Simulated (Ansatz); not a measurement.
(1) Predict a relaxed structure of GeF2Me2 (C2H6F2Ge), charge 0, singlet, at r2SCAN-D4/def2-SVP (Ansatz).

Results:

(1) 
Cartesian coordinates in Å:
```
Ge 0.2107 0.5367 -0.1333
F 1.7026 1.2689 0.3865
F -0.5157 1.7588 -1.1387
C -0.9077 0.3152 1.4189
H -0.4652 -0.4165 2.1105
H -1.9086 -0.0304 1.1221
H -1.0018 1.2818 1.9339
C 0.6541 -0.9626 -1.2580
H -0.2599 -1.4433 -1.6360
H 1.2423 -1.7016 -0.6948
H 1.2492 -0.6071 -2.1111
```
Point group C2v (tolerance 0.1 Å). This is one stationary point.
